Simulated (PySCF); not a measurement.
PySCF job for C₂H₇FSi₂, SMILES C(/[SiH3])=C/[SiH2]F, SMD-ωB97X/6-31G*. The structure is a stationary point at PBE0-D3(BJ)/def2-SVP. The structure was generated by enumeration; whether it is a known compound was not checked. Other conformers were not sampled.

```python
import numpy as np
from pyscf import gto, scf, dft
from pyscf.solvent import smd

mol = gto.M(
    atom='''
    F     1.40019892   -0.91267254    0.00000000
    Si   -0.03151939   -1.69855841   -0.00000000
    C    -1.37865911   -0.41840252   -0.00000000
    C    -1.20817192    0.91647368    0.00000000
    Si    0.40224924    1.91024945   -0.00000000
    H    -0.08924887   -2.55516304   -1.21797290
    H    -0.08924887   -2.55516304    1.21797290
    H    -2.40977360   -0.80517472    0.00000001
    H    -2.12068527    1.53111795    0.00000001
    H     1.21549918    1.64712645   -1.22250958
    H     0.00693632    3.35208119    0.00000000
    H     1.21549918    1.64712645    1.22250958
    ''',
    basis='6-31G*',
    charge=0,
    spin=0,
    max_memory=1600,
    verbose=3,
)
mf = dft.RKS(mol, xc='wb97x').density_fit(auxbasis='def2-universal-jkfit')
mf.grids.level = 3
mf.conv_tol = 1e-9
mf.max_cycle = 100
mf.kernel()
res = {}
for name in ['water', 'acetone', 'ethanol']:
    s = mf.SMD()
    s.with_solvent.solvent, s.with_solvent.sasa_ng = name, 194
    s.kernel(mf.make_rdm1())
    res[name] = (s.e_tot, s.with_solvent.get_cds(), s.dip_moment(), s.mo_energy, s.converged)
    print(f'SMD {name}: dG(solv) = {(s.e_tot - mf.e_tot) * 627.509474:.3f} kcal/mol, of which CDS {res[name][1] * 627.509474:.3f}')
```

Program output:

```
converged SCF energy = -759.176739820248
converged SCF energy = -759.173205320704
Dipole moment(X, Y, Z, Debye): -2.52765, -0.88621,  0.00000
SMD water: dG(solv) = 2.218 kcal/mol, of which CDS 4.773
converged SCF energy = -759.179954973131
Dipole moment(X, Y, Z, Debye): -2.48526, -0.87423,  0.00000
SMD acetone: dG(solv) = -2.018 kcal/mol, of which CDS 0.374
converged SCF energy = -759.179824471238
Dipole moment(X, Y, Z, Debye): -2.49508, -0.87703,  0.00000
SMD ethanol: dG(solv) = -1.936 kcal/mol, of which CDS 0.494
```

The calculation finished and met its thresholds.

Cost: about 40 core-seconds (a rough figure).
